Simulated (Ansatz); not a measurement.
Gas-phase electronic energies from Ansatz, PBE0-D4/def2-TZVP geometries. CCSD(T)/CBS is the MP2 limit (def2-TZVPP, def2-QZVPP) plus CCSD(T) − MP2 in def2-TZVPP, frozen cores. Each species was taken in one conformer, which may not be the lowest.

Consider the redistribution: `CN(C)[Si]Cl` + `CO[SiH](C)[SiH3]` → `C[Si]N(C)C` + `CO[SiH]([SiH3])Cl`.

```csv
level,ΔE (kJ/mol)
HF/CBS(def2),34.5
CCSD/CBS(def2),35.2
```

(1) What does CCSD(T)/CBS give? (Best estimate.)

Largest T1 diagnostic among the species: 0.014.

Answers

(1) The calculation gave: +35.8 kJ/mol. The listed levels differ from it by -1.3, -0.6 kJ/mol.
